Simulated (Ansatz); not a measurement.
Compare A (`CC(C)OCC1CO1`) with its isomer B (`CCC(C)C(=O)OC`).

Gas-phase electronic energies from Ansatz, PBE0-D4/def2-TZVP geometries. CCSD(T)/CBS is the MP2 limit (def2-TZVPP, def2-QZVPP) plus CCSD(T) − MP2 in def2-TZVPP, frozen cores. DFT in def2-TZVPP. B3LYP here is the variant with VWN-RPA as its local correlation; programs differ in this. One conformer a species, not always the lowest.

(1) Which is lower in electronic energy at CCSD(T)/CBS, and by how much? (Best estimate.)

(2) Give E(B) − E(A) in kJ/mol with CCSD(T)/def2-SVP, B3LYP, B2PLYP, PBE0-D4, PBE-D4, HF/def2-TZVPP, CCSD/def2-TZVPP. (An estimate is asked.)

Largest T1 diagnostic: 0.013.

Results:

(1) Ansatz gave: B, by 194.6 kJ/mol.

(2) Ansatz gave: CCSD(T)/def2-SVP -213.9, B3LYP -200.4, B2PLYP -202.4, PBE0-D4 -190.4, PBE-D4 -191.8, HF/def2-TZVPP -211.6, CCSD/def2-TZVPP -195.5. None reverses the order clearly.

In def2-TZVPP, CCSD(T) changes the Hartree–Fock value by +14.6 kJ/mol (the triples alone add −1.5 kJ/mol) and MP2 by +12.9 kJ/mol. At CCSD(T), def2-SVP lies −19.3 kJ/mol from the extrapolated value and def2-TZVPP −2.4 kJ/mol.
